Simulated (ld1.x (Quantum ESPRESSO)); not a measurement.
Cutoff test, P (Z = 15), ultrasoft

ld1.x (Quantum ESPRESSO) 7.5 input, shortened:

```
&input
   title='P', zed=15., rel=0, dft='PBE', iswitch=3,
   config='[Ne] 3s2 3p1'
 /
 &inputp
   pseudotype=3, tm=.true., lloc=-1, rcloc=1.20,
   nlcc=.false.,
   which_augfun='PSQ', rmatch_augfun=1.00
 /
4
3S  1  0   2.00   0.00  1.10  1.35  0.0
3S  1  0   0.00   0.70  1.10  1.35  0.0
3P  2  1   1.00   0.00  1.45  1.90  0.0
3P  2  1   0.00  -1.20  1.45  1.90  0.0
 &test
   configts(1)='3s2 3p1'
 /
```

The pseudo-atom Hamiltonian at the reference potential is diagonalised in spherical Bessel functions j_l(qr) that vanish at 20 bohr, with q² up to the cutoff. All-electron valence levels (Ry): 3s -2.4888, 3p -1.7849.

Q: How do the lowest levels (Ry) of each channel move with the cutoff, and are there ghosts?

A:

```json
{"cutoff (Ry)": "8", "s #1": "-2.4214", "s #2": "-0.7768", "p #1": "-1.7552", "p #2": "-0.6010", "d #1": "-0.7877", "f #1": "-0.2916", "f #2": "-0.1665", "Σ f·Δε (mRy)": "164.7"}
{"cutoff (Ry)": "10", "s #1": "-2.4437", "s #2": "-0.7814", "p #1": "-1.7717", "p #2": "-0.6062", "d #1": "-0.8027", "f #1": "-0.2919", "f #2": "-0.1667", "Σ f·Δε (mRy)": "103.6"}
{"cutoff (Ry)": "15", "s #1": "-2.4746", "s #2": "-0.7889", "p #1": "-1.7834", "p #2": "-0.6095", "d #1": "-0.8190", "f #1": "-0.2921", "f #2": "-0.1669", "Σ f·Δε (mRy)": "30.1"}
{"cutoff (Ry)": "18", "s #1": "-2.4846", "s #2": "-0.7918", "p #1": "-1.7843", "p #2": "-0.6096", "d #1": "-0.8247", "f #1": "-0.2921", "f #2": "-0.1669", "Σ f·Δε (mRy)": "9.2"}
{"cutoff (Ry)": "21", "s #1": "-2.4873", "s #2": "-0.7928", "p #1": "-1.7847", "p #2": "-0.6097", "d #1": "-0.8268", "f #1": "-0.2921", "f #2": "-0.1669", "Σ f·Δε (mRy)": "3.4"}
{"cutoff (Ry)": "25", "s #1": "-2.4882", "s #2": "-0.7933", "p #1": "-1.7849", "p #2": "-0.6097", "d #1": "-0.8283", "f #1": "-0.2921", "f #2": "-0.1669", "Σ f·Δε (mRy)": "1.3"}
{"cutoff (Ry)": "35", "s #1": "-2.4885", "s #2": "-0.7936", "p #1": "-1.7849", "p #2": "-0.6097", "d #1": "-0.8302", "f #1": "-0.2921", "f #2": "-0.1669", "Σ f·Δε (mRy)": "0.8"}
{"cutoff (Ry)": "40", "s #1": "-2.4887", "s #2": "-0.7936", "p #1": "-1.7849", "p #2": "-0.6097", "d #1": "-0.8305", "f #1": "-0.2921", "f #2": "-0.1669", "Σ f·Δε (mRy)": "0.5"}
{"cutoff (Ry)": "400", "s #1": "-2.4889", "s #2": "-0.7936", "p #1": "-1.7850", "p #2": "-0.6097", "d #1": "-0.8307", "f #1": "-0.2921", "f #2": "-0.1669", "Σ f·Δε (mRy)": "0.0"}
```

Result: no extra level below or beside the all-electron valence levels (s, p, d, f tested); 10 mRy is reached at 18 Ry and 1 mRy at 30 Ry.

Test run stopped at test 3 of 7 (negative rho).
